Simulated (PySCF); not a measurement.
Members of one series of related molecules.

All values: B3LYP/def2-SVPD (PySCF) at PBE0-D3(BJ)/def2-SVP geometries, gas phase, one conformer each. Core orbitals are frozen in the response; Δα² is half the sum of the squared differences of the principal polarisabilities.

**Question.** Rank by HOMO energy, lowest first.
A. `CB([BH2-][S+](C)C)C`
B. `C[S+](C)[BH2-]NC(=O)C`
C. `C[S+](C)[BH2-]O[SiH3]`

**Answer.** C (-6.98 eV), B (-6.62 eV), A (-6.40 eV).

**Question.** Rank by polarisability anisotropy Δα, highest first.
A. `[CH3:1][B:2]([CH3:3])[BH2-:4][S+:5]([CH3:6])[CH3:7]` with C1–B2–B4–S5 179°, B2–B4–S5–C6 -73°
B. `[CH3:1][S+:2]([CH3:3])[BH2-:4][S:5][C:6]([F:7])([F:8])[F:9]` with C1–S2–B4–S5 -62°, S2–B4–S5–C6 -81°
C. `[CH3:1][S+:2]([CH3:3])[BH2-:4][O:5][SiH3:6]` with C1–S2–B4–O5 51°, S2–B4–O5–Si6 -177°

**Answer.** A (5.15 Å³), B (4.53 Å³), C (2.37 Å³).

**Question.** Rank by HOMO–LUMO gap, lowest first.
A. `C[S+](C)[BH2-]O[SiH3]`
B. `CC(=O)N[BH2-][S+](C)C`
C. `CB(C)[BH2-][S+](C)C`

**Answer.** C (6.31 eV), B (6.69 eV), A (6.92 eV).

All values together:

```csv
SMILES,formula,μ (D),HOMO (eV),LUMO (eV),α (Å³),Δα (Å³),electrons,α per electron (Å³),ΔSCF removal energy (eV)
C[S+](C)[BH2-]O[SiH3],C2H11BOSSi,4.13,-6.98,-0.06,14.21,2.37,66,0.215,9.10
C[S+](C)[BH2-]SC(F)(F)F,C3H8BF3S2,6.70,-6.74,-0.40,14.88,4.53,90,0.165,8.91
CC(=O)N[BH2-][S+](C)C,C4H12BNOS,2.81,-6.62,0.07,15.00,5.09,72,0.208,8.59
CB(C)[BH2-][S+](C)C,C4H14B2S,4.38,-6.40,-0.10,15.89,5.15,64,0.248,8.42
```

Conformers: `[CH3:1][S+:2]([CH3:3])[BH2-:4][O:5][SiH3:6]` with C1–S2–B4–O5 51°, S2–B4–O5–Si6 -177°; `[CH3:1][S+:2]([CH3:3])[BH2-:4][S:5][C:6]([F:7])([F:8])[F:9]` with C1–S2–B4–S5 -62°, S2–B4–S5–C6 -81°; `[CH3:1][C:2](=[O:3])[NH:4][BH2-:5][S+:6]([CH3:7])[CH3:8]` with C1–C2–N4–B5 -176°, C2–N4–B5–S6 -53°, N4–B5–S6–C7 -153°; `[CH3:1][B:2]([CH3:3])[BH2-:4][S+:5]([CH3:6])[CH3:7]` with C1–B2–B4–S5 179°, B2–B4–S5–C6 -73°.
